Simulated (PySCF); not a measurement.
## [RuBr2]+, sextet: computed properties

All numbers come from UPBE0/[Ru def2-SVP with ECP28, Br def2-SVP], scalar-relativistic core potentials, density fitting, no spin–orbit coupling, PySCF.

The structure is a minimum.

```xyz
3
charge 1 multiplicity 6, angstrom
Ru    0.0000    0.0000   -0.5502
Br    2.1481    0.0000    0.3552
Br   -2.1481    0.0000    0.3552
```

```json
{"Point group": "C2v", "Bond lengths": "Ru–Br 2.331 Å (×2)", "Bond angles": "Br–Ru–Br 134.3°", "Dipole moment about the centre of mass": "2.30 D", "Heat capacity Cp at 298.15 K": "55.4 J/(mol K)", "Lowest empty level (β)": "-10.79 eV", "Rotational constants": "0.3321, 0.02315, 0.02164 cm⁻¹", "Enthalpy at 298.15 K above 0 K": "14.30 kJ/mol", "Principal quadrupole moments (Buckingham, traceless) about the centre of mass": "-5.76, -2.32, 8.08 D Å", "Entropy at 298.15 K and 1 bar (electronic part: spin only)": "339.8 J/(mol K)", "Highest occupied level (α)": "-13.69 eV", "Principal polarisabilities": "36.1, 44.6, 135.4 bohr³", "Rotational symmetry number": "2", "Zero-point energy": "3.9 kJ/mol", "Spin squared ⟨S²⟩": "8.762"}
```

Harmonic modes (masses in u: Ru 101.904, Br 78.918):
| symmetry | ω (cm⁻¹) | IR (km/mol) | μ (u) | type |
| --- | --- | --- | --- | --- |
| a1 | 46 | 2.1 | 86.90 | bend |
| a1 | 268 | 3.8 | 82.65 | stretch |
| b2 | 346 | 33.4 | 90.52 | stretch |

In C2v the vibrations span 2a1 + b2. Here b1 is antisymmetric to the molecular plane and b2 lies in it.

Charges (e):
| atom | Mulliken | Löwdin | polar tensor | spin (Mulliken) | Mayer order to Ru1 |
| --- | --- | --- | --- | --- | --- |
| Ru1 | 0.74 | 0.13 | 1.24 | 3.77 | – |
| Br2,3 | 0.13 | 0.43 | -0.12 | 0.62 | 1.56 |

Mulliken populations on Ru1 (electrons outside its core potential): s 2.49, p 6.38, d 6.39, f 0.01.

Outer orbital energies (eV). α occupied: -17.73, -17.70, -15.62, -15.03, -14.93, -14.28, -14.12, -13.69; empty: -7.41, -5.46, -4.08, -3.06. β occupied: -27.21, -26.96, -16.82, -16.07, -15.21, -14.62, -14.31, -14.26; empty: -10.79, -10.72, -10.55, -10.23.

Formally Ru is in oxidation state +3, d5, with 5 unpaired electrons (the high-spin count). The Mulliken spin on Ru is 3.77. The polar-tensor charge on Ru, 1.24, is far below the formal one.

Other isomers or separated fragments may lie lower. Other spin states or occupations of the open shell can lie lower.

The final relaxation and frequency run took about 110 core-seconds on a shared host.
